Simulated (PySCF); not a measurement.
**Li⁻ (lithium, charge -1): UHF calculation**

Configuration: [He] 2s2, closed-shell 1S. All numbers are calculated (PySCF 2.14, no relativity, point nucleus, in aug-cc-pCVTZ).

| Quantity | Value |
| --- | --- |
| Total energy | -7.428149 hartree |
| One-electron energy | -10.1831 hartree |
| Hartree (Coulomb) energy | 4.5823 hartree |
| Exchange energy | -1.8273 hartree |
| Kinetic energy | 7.42830 hartree |
| ⟨S²⟩ | 0.0000 |
| ⟨L²⟩ | 0.000 |
| Sum of ⟨r⟩ | 12.58 bohr |
| Sum of ⟨r²⟩ | 86.00 bohr² |
| Density at the nucleus (Gaussians lack the cusp) | 13.5 bohr⁻³ |
| Langevin diamagnetic susceptibility | -68.1 ×10⁻⁶ cm³/mol |

```json
{"shell": "1s", "electrons": "2", "mean orbital energy (eV)": "-63.192", "rms radius, mean of both spins (bohr)": "0.668"}
{"shell": "2s", "electrons": "2", "mean orbital energy (eV)": "-0.389", "rms radius, mean of both spins (bohr)": "6.52"}
```
